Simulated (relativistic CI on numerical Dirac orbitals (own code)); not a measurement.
# Zr24+: sensitivity of the levels to the model

Base calculation: Dirac-Coulomb-Breit CI, separate exchange-only KLI orbitals for each configuration, model QED (radiative potential, 1s self-energy scaled to tabulated hydrogen-like ionisation energies), unscaled Slater integrals.

Configurations in the expansion (outside the closed core [Ne]): 3s2 3p4, 3s 3p5, 3s2 3p3 3d, 3p6, 3s 3p4 3d, 3p5 3d, 3s 3p3 3d2, 3s2 3p2 3d 4p, 3p5 4s, 3s2 3p3 4s, 3s 3p3 3d 4s, 3p5 4p, 3s2 3p3 4p, 3s2 3p2 3d2, 3s2 3p 3d3, 3s 3p2 3d3, 3s2 3p 3d2 4s, 3s2 3p 3d2 4p, 3p4 3d2, 3p3 3d3, 3p3 3d2 4s, 3p3 3d2 4p. Double excitations out of closed p, d and f shells are left out; levels of such configurations are missing from the list, as are those of other unlisted configurations, and high levels can miss mixing partners.

Variants: (1) configuration mixing switched off; (2) only the first 3 configurations. Shifts of the energy above 3s2 3p4 3P_2, in cm⁻¹, for the lowest level and the first level of each name with at least 55 % of one term (blank where a level changes its place among those of its configuration and J or its character, or is not in the variant):

```csv
Level,Base,Δ(1),Δ(2)
3s2 3p4 3P_2,0,0,0
3s2 3p4 3P_0,61279,+5462,+5462
3s2 3p4 3P_1,136017,+1072,+1072
3s2 3p4 1D_2,178412,+3154,+3154
3s 3p5 3P°_2,686589,+85843,-11596
3s2 3p3 3d 5D°_1,850585,-27368,-14981
3s2 3p3 3d 5D°_4,858018,-15324,-15324
3s2 3p3 3d 3D°_1,946172,,-9797
3s2 3p3 3d 1S°_0,954997,,
3s2 3p3 3d 3F°_3,966747,-11522,-11522
3s2 3p3 3d 3F°_4,1012428,-12632,-12632
3s2 3p3 3d 1G°_4,1031080,-14298,-14298
3s2 3p3 3d 3G°_5,1042001,-16347,-16347
3s2 3p3 3d 3P°_0,1084879,,
3s2 3p3 3d 3D°_2,1102899,,-7818
3s2 3p3 3d 3S°_1,1189637,,
3s 3p4 3d 5D_3,1450305,+16196,
3s 3p4 3d 5D_2,1452265,+17690,
3s 3p4 3d 5D_4,1462623,+15489,
3s 3p4 3d 5D_1,1465089,+20038,
3s 3p4 3d 5D_0,1486232,+26031,
3s 3p4 3d 5F_5,1532130,-7107,
```

At this charge energies of transitions that change n are usually good to better than 1 %, and those within a shell (Δn = 0) to a few per cent.

Ionisation energy from the two ground configurations alone: base 1205.41 eV. The NIST ASD value (semi-empirical) is 1205.4 eV.

LS names give the leading component of a level, which can be under half, so a name can repeat, a term be missing and a line seem to break the LS rules.
